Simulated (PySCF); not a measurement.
# Calculated NMR data

All values are calculated (PySCF): GIAO PBE0/pcSseg-1 shieldings, coordinates at the GFN2-xTB level. Equivalent nuclei averaged, a single conformation, no solvent model, non-relativistic Hamiltonian.

δ = σ(ref) − σ, references computed at the same level: ¹H and ¹³C vs TMS. Where no couplings were computed, multiplicities follow the n + 1 count of equivalent neighbours, and m marks all less simple cases (inequivalent or close neighbours, rings, F or P nearby). Acid and N–H amide carbonyl carbons lie up to 10 ppm further downfield in solution (hydrogen bonding). Shifts are as computed. Against solution values, carbons near 30 ppm lie about +3 ppm off and those near 130 ppm about +5 ppm; carbons on Cl a further +6 ppm (rms about the fit 2.1 ppm; single classes can miss by 10 ppm). Of 1328 compounds with measured shifts, 309 miss one by over three times the rms of a fit or turn the order of signals round; such compounds aren't used in these exercises. Signals without a measured value on file couldn't be tested in this way; 1H shifts scatter by 0.2 ppm about their fit, and single ones miss by 0.5 ppm. Groups on amide-type nitrogens are kept apart (slow C–N rotation). Carbons bonded to Cl come out too deshielded. OH and NH positions are gas-phase values without hydrogen bonding to other molecules.

Compound 1 (C5H8N2O2). ¹H NMR (400 MHz, computed): δ 8.64 (br s, 1H), 7.10 (s, 1H), 4.26 (s, 3H), 3.84 (s, 3H). ¹³C{¹H} NMR (computed): δ 147.2, 133.5, 127.7, 59.2, 58.2. Structure: `COC1=C(OC)C=NN1`.

Compound 2 (C3H4ClNO). ¹H NMR (400 MHz, computed): δ 7.02 (br s, 1H), 6.46 (br, 1H), 6.12 (br s, 1H), 4.70 (br, 1H). ¹³C{¹H} NMR (computed): δ 161.8 (C), 142.2 (C), 132.3 (CH2). Structure: `NC(C(=C)Cl)=O`.
